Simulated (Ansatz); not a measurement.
Reaction (ligand exchange at the Si–S bond): `N[SiH2]S[SiH2]N` + `N=C(F)S` → `N=C(F)S[SiH2]N` + `N[SiH2]S`

Isolated molecules relaxed with PBE0-D4/def2-TZVP in Ansatz; ΔE leaves out vibrations. CBS: MP2 limit from def2 TZ/QZ plus the TZ coupled-cluster correction, frozen cores. DFT in def2-TZVPP. B3LYP here is the variant with VWN-RPA as its local correlation; programs differ in this. Each species was taken in one conformer, which may not be the lowest.

`N[SiH2]S[SiH2]N`:

Cartesian coordinates in Å:
```
N -2.032 0.697 -0.304
Si -1.294 -0.773 -0.766
S 0.663 -0.665 -1.674
Si 1.744 -0.427 0.139
N 1.067 0.865 1.064
H -1.564 1.236 0.409
H -2.431 1.294 -1.011
H -1.156 -1.626 0.439
H -2.150 -1.400 -1.800
H 3.156 -0.235 -0.289
H 1.649 -1.620 1.018
H 1.202 0.847 2.064
H 1.146 1.807 0.711
```

`N=C(F)S`:

```xyz
6

N     0.019    1.251   -0.136
C     0.465    0.103   -0.304
F     1.591   -0.059   -0.997
S    -0.072   -1.501    0.194
H    -0.838    1.274    0.402
H    -1.165   -1.068    0.840
```

`N=C(F)S[SiH2]N`:

```xyz
11

N    -2.965   -1.155    0.243
C    -1.785   -0.779    0.360
F    -1.063   -0.951    1.498
S    -0.883    0.019   -0.904
Si    1.036    0.343    0.075
N     2.071    1.133   -1.024
H    -3.310   -1.598    1.091
H     1.618   -0.969    0.430
H     0.827    1.213    1.254
H     2.497    0.635   -1.788
H     1.959    2.111   -1.235
```

`N[SiH2]S`:

Cartesian coordinates in Å:
```
N -0.960 0.924 0.520
Si 0.037 -0.055 -0.458
S 1.092 -1.521 0.709
H -1.943 0.731 0.599
H -0.605 1.412 1.326
H 1.083 0.731 -1.161
H -0.873 -0.691 -1.442
H 2.170 -1.530 -0.093
```

Task: Is it downhill or uphill in electronic energy at CCSD(T)/CBS, and by how much? (Best estimate.)

Result: Computed: Uphill: ΔE = +13.3 kJ/mol.

Task: What do these levels give: B3LYP-D4, ωB97X-V, ωB97M-V, B2PLYP, B3LYP, HF/def2-TZVPP? (Best estimate.)

Result: Ansatz gave: B3LYP-D4 13.1, ωB97X-V 11.3, ωB97M-V 13.0, B2PLYP 9.4, B3LYP 5.9, HF/def2-TZVPP 5.0 kJ/mol.

Largest T1 diagnostic among the species: 0.014.

In def2-TZVPP, CCSD(T) changes the Hartree–Fock value by +8.6 kJ/mol (the triples alone add +1.8 kJ/mol) and MP2 by +10.5 kJ/mol. The D4 term adds +7.2 kJ/mol with B3LYP and +4.2 kJ/mol with PBE0; it sums over pairs of atoms, weighted by their polarisabilities, and B3LYP, whose exchange is more repulsive, gets the larger term.
